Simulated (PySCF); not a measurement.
**Electron correlation in Pr (praseodymium, neutral)**

[Xe] 4f3 6s2, one real determinant. Calculation: PySCF 2.14, in cc-pVDZ-X2C; the spin-free X2C one-electron Hamiltonian (Gaussian nucleus). Frozen: [Ar] 3d10; 31 electrons correlated.

| level | correlation energy (mhartree) |
| --- | --- |
| CCSD | -721.26 |
| (T) | -24.52 |
| CCSD(T) | -745.78 |

Diagnostics: T1 = 0.019, D1 = 0.0843, largest double amplitude 0.092.

The real determinant used has ⟨L²⟩ near 34 against 42 for a pure I term, so it mixes terms. Spin-orbit coupling, absent here, splits the open shell strongly.

Cost of the coupled-cluster step: roughly 4 core-minutes, for 31 correlated electrons.

Iterations:

```
CC2 = 0
CCSD nocc = (np.int64(17), np.int64(14)), nmo = (70, 70)
frozen orbitals [[0, 1, 2, 3, 4, 5, 6, 7, 8, 9, 10, 11, 12, 13], [0, 1, 2, 3, 4, 5, 6, 7, 8, 9, 10, 11, 12, 13]]
max_cycle = 100
direct = 0
conv_tol = 1e-08
conv_tol_normt = 1e-06
diis_space = 8
diis_start_cycle = 0
Init t2, MP2 energy = -0.753363202529444
Init E_corr(UCCSD) = -0.753363202717614
cycle = 1  E_corr(UCCSD) = -0.693309465275073  dE = 0.0600537374  norm(t1,t2) = 0.128024
cycle = 2  E_corr(UCCSD) = -0.719918536285402  dE = -0.026609071  norm(t1,t2) = 0.037117
cycle = 3  E_corr(UCCSD) = -0.717882630445973  dE = 0.00203590584  norm(t1,t2) = 0.0235667
cycle = 4  E_corr(UCCSD) = -0.720441004749799  dE = -0.0025583743  norm(t1,t2) = 0.0118028
cycle = 5  E_corr(UCCSD) = -0.720954657828859  dE = -0.000513653079  norm(t1,t2) = 0.00574029
cycle = 6  E_corr(UCCSD) = -0.720823573336176  dE = 0.000131084493  norm(t1,t2) = 0.00426478
cycle = 7  E_corr(UCCSD) = -0.721059038884734  dE = -0.000235465549  norm(t1,t2) = 0.00273784
cycle = 8  E_corr(UCCSD) = -0.721271665416002  dE = -0.000212626531  norm(t1,t2) = 0.00147203
cycle = 9  E_corr(UCCSD) = -0.721288728070267  dE = -1.70626543e-05  norm(t1,t2) = 0.000653975
cycle = 10  E_corr(UCCSD) = -0.721245382080805  dE = 4.33459895e-05  norm(t1,t2) = 0.000287168
cycle = 11  E_corr(UCCSD) = -0.721262758692264  dE = -1.73766115e-05  norm(t1,t2) = 0.000169801
cycle = 12  E_corr(UCCSD) = -0.721266568249617  dE = -3.80955735e-06  norm(t1,t2) = 0.00011361
cycle = 13  E_corr(UCCSD) = -0.721261591329792  dE = 4.97691982e-06  norm(t1,t2) = 6.40698e-05
cycle = 14  E_corr(UCCSD) = -0.721263377285753  dE = -1.78595596e-06  norm(t1,t2) = 3.7854e-05
cycle = 15  E_corr(UCCSD) = -0.721262515491871  dE = 8.61793883e-07  norm(t1,t2) = 2.07969e-05
cycle = 16  E_corr(UCCSD) = -0.721262594510509  dE = -7.90186386e-08  norm(t1,t2) = 1.07032e-05
cycle = 17  E_corr(UCCSD) = -0.721263167502519  dE = -5.72992009e-07  norm(t1,t2) = 6.6315e-06
cycle = 18  E_corr(UCCSD) = -0.72126299351095  dE = 1.73991568e-07  norm(t1,t2) = 4.40487e-06
cycle = 19  E_corr(UCCSD) = -0.721263027097927  dE = -3.35869771e-08  norm(t1,t2) = 2.96532e-06
cycle = 20  E_corr(UCCSD) = -0.721263144950431  dE = -1.17852503e-07  norm(t1,t2) = 2.09666e-06
cycle = 21  E_corr(UCCSD) = -0.72126318765832  dE = -4.27078898e-08  norm(t1,t2) = 1.51063e-06
cycle = 22  E_corr(UCCSD) = -0.721263283696873  dE = -9.60385528e-08  norm(t1,t2) = 1.01862e-06
cycle = 23  E_corr(UCCSD) = -0.721263324153718  dE = -4.04568448e-08  norm(t1,t2) = 5.60476e-07
cycle = 24  E_corr(UCCSD) = -0.721263321424859  dE = 2.72885869e-09  norm(t1,t2) = 3.24035e-07
UCCSD converged
E(UCCSD) = -9233.753816848288  E_corr = -0.7212633214248592
UCCSD(T) correction = -0.0245150557690829
```

The reference is one real determinant that mixes LS terms of this configuration.

This basis was not built for core-valence correlation, so the inner-shell part is incomplete.
